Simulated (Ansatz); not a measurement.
## Isomers

Structures of CH4SSe, singlet, relaxed at PBE0-D4/def2-TZVP (vibrations not checked; lower isomers may exist, and structures with a doubtful reference or unclear bonds are left out). Computed with Ansatz 0.2.0 (basis: def2-TZVPP); correlated methods freeze the cores. Filled d shells of the heavier atoms are correlated. The def2 sets are not built for correlating such inner shells, so the correlated values are less sure here. B3LYP uses VWN-RPA correlation.

(1) Rank them by CCSD(T) energy, lowest first, and give each one's height above the lowest. Links in brackets join atoms within 1.22 times the sum of their covalent radii (1.1 for two metals). (To be estimated.)
A.
CH₄SSe ([SH][CH2][SeH])
```
7
angstrom
S -1.6614 -0.1903 -0.0801
C -0.0378 0.1779 0.5982
Se 1.4568 -0.9565 0.0446
H -1.3810 0.1442 -1.3491
H -0.1222 0.0211 1.6736
H 0.2313 1.2180 0.4317
H 1.5143 -0.4143 -1.3188
```
B.
a complex of CH₂S ([CH2][S]) + H₂Se
```
7
angstrom
C -0.4643 0.6452 -0.2927
S -0.3763 0.4373 1.2919
Se 0.9544 -2.9132 -0.3232
H -0.8419 1.5684 -0.7315
H -0.1490 -0.1324 -0.9911
H 2.3369 -2.4231 -0.3342
H 0.5583 -1.8780 0.6559
```
C.
a complex of CH₂Se ([CH2][Se]) + H₂S
```
7
angstrom
C -1.2756 0.5837 -0.3269
Se 0.1015 0.4416 0.7275
S 3.0455 -1.1436 -0.4194
H -2.0241 -0.2009 -0.3989
H -1.4203 1.4526 -0.9635
H 3.6244 -0.1729 0.3032
H 2.7593 -1.8667 0.6736
```
D.
CH₄SSe ([CH3][Se][SH])
```
7
angstrom
C -0.8785 0.4735 -0.2683
Se 0.4755 0.5117 1.1294
S 2.0803 -0.5928 0.1429
H -1.2190 -0.5461 -0.4355
H -0.4756 0.9034 -1.1825
H -1.7059 1.0855 0.0956
H 1.7230 -1.8353 0.5184
```

(2) Do PBE-D4, r2SCAN-D4, PBE0-D4, B3LYP-D4, wB97M-V, HF, MP2 give the same order? (Judge from chemistry; the calculation decides.)

The T1 diagnostic stays at or below 0.013. The restricted Hartree–Fock reference is unstable towards an unrestricted one at one or more of these structures.

For scale, one of the runs: CCSD(T)/def2-TZVPP, 177 basis functions, launched by `ansatz run in.yaml --threads 2 --pin off --events-out ev --progress --plain --max-ram 4352MiB`. The run took 62 s on 2 CPU threads of an Arm Neoverse V1 (shared host), with 1.6 GiB of host memory at its peak.

Results:

(1) By the calculation: D (0.0 kJ/mol), A (45.3 kJ/mol), B (126.1 kJ/mol), C (132.6 kJ/mol). Heights count from the lowest.

(2) The calculation gives: All do.
